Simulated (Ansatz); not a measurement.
Cost and result for the atomization energy of `OB(O)[TeH]` (7 atoms, 6 bonds).

Total charge 0; spin multiplicity 1. Correlated methods include outer-core shells of Te, which these sets cover unevenly. Te: def2 effective core potential. The structure was optimised at the PBE0-D4/def2-TZVP level. It is one conformer, not always the lowest. Program: Ansatz. Hardware: A = 2 threads of an AMD EPYC 7R13 on a shared host; B = 2 threads of an AMD EPYC 7R13 on a shared host and a share of an NVIDIA H100 80 GB. Times are those of one run each, without the atoms' runs, and a repeat can differ threefold. Electronic energies, without spin–orbit coupling; frozen cores. CCSD(T)/CBS adds CCSD(T) − MP2 in def2-TZVPP to the MP2 limit, and its time is that of the two runs behind it. T1 = 0.012. With those shells the extrapolation isn't a true limit. B3LYP takes the VWN-RPA correlation (the form of Gaussian; ORCA's B3LYP/G).

CCSD(T)/CBS is a level of theory with its own doubt, some kJ/mol a heavy atom from the limit and from the frozen cores, so smaller differences don't rank the functionals.

```json
{"level": "B2PLYP/def2-TZVPP [A]", "functions": "185", "atomization (kJ/mol)": "2570.9", "difference from CCSD(T)/CBS": "-42.8", "per bond": "-7.1"}
{"level": "B3LYP-D4/def2-TZVPP (with forces) [A]", "functions": "185", "atomization (kJ/mol)": "2591.8", "difference from CCSD(T)/CBS": "-21.9", "per bond": "-3.6"}
{"level": "ωB97M-V/def2-TZVPP (with forces) [A]", "functions": "185", "atomization (kJ/mol)": "2600.2", "difference from CCSD(T)/CBS": "-13.5", "per bond": "-2.3"}
{"level": "PBE-D4/def2-TZVPP (with forces) [A]", "functions": "185", "atomization (kJ/mol)": "2667.6", "difference from CCSD(T)/CBS": "53.9", "per bond": "9.0"}
{"level": "PBE0-D4/def2-TZVPP [A]", "functions": "185", "atomization (kJ/mol)": "2590.2", "difference from CCSD(T)/CBS": "-23.5", "per bond": "-3.9"}
{"level": "CCSD(T)/def2-TZVPP [B]", "functions": "185", "atomization (kJ/mol)": "2528.1", "difference from CCSD(T)/CBS": "-85.6", "per bond": "-14.3"}
{"level": "CCSD(T)/def2-QZVPP [B]", "functions": "343", "atomization (kJ/mol)": "2576.9", "difference from CCSD(T)/CBS": "-36.8", "per bond": "-6.1"}
{"level": "ωB97X-V/def2-TZVPP [A]", "functions": "185", "atomization (kJ/mol)": "2597.1", "difference from CCSD(T)/CBS": "-16.6", "per bond": "-2.8"}
{"level": "r2SCAN-D4/def2-TZVPP (with forces) [A]", "functions": "185", "atomization (kJ/mol)": "2611.3", "difference from CCSD(T)/CBS": "-2.4", "per bond": "-0.4"}
{"level": "CCSD(T)/CBS(def2)", "functions": "–", "atomization (kJ/mol)": "2613.7", "difference from CCSD(T)/CBS": "0.0", "per bond": "0.0"}
```

Question: Order the runs by time, with rough figures. (An estimate is asked.)

Answer: Ansatz gave: PBE-D4/def2-TZVPP (with forces) [A] 2 s; PBE0-D4/def2-TZVPP [A] 2.5 s; B3LYP-D4/def2-TZVPP (with forces) [A] 2.7 s; r2SCAN-D4/def2-TZVPP (with forces) [A] 3.4 s; B2PLYP/def2-TZVPP [A] 4.3 s; ωB97X-V/def2-TZVPP [A] 6 s; ωB97M-V/def2-TZVPP (with forces) [A] 8 s; CCSD(T)/def2-TZVPP [B] 12 s; CCSD(T)/def2-QZVPP [B] 29 s; CCSD(T)/CBS(def2) 41 s.

The D4 term adds +22.3 kJ/mol with B3LYP and +11.5 kJ/mol with PBE0; it sums over pairs of atoms, weighted by their polarisabilities, and B3LYP, whose exchange is more repulsive, gets the larger term. In def2-TZVPP, CCSD(T) changes the Hartree–Fock value by +722.4 kJ/mol (the triples alone add +50.6 kJ/mol) and MP2 by +803.1 kJ/mol; breaking electron pairs costs correlation energy, which Hartree–Fock lacks. From PBE to PBE0 (25 % exact exchange), in def2-TZVPP and without D4, the atomization energy moves by −75.3 kJ/mol: exact exchange takes away binding that semilocal exchange gives to molecules.

Spin–orbit coupling would lower the free Te atoms strongly, and the atomization energy with them, by more than many differences here.
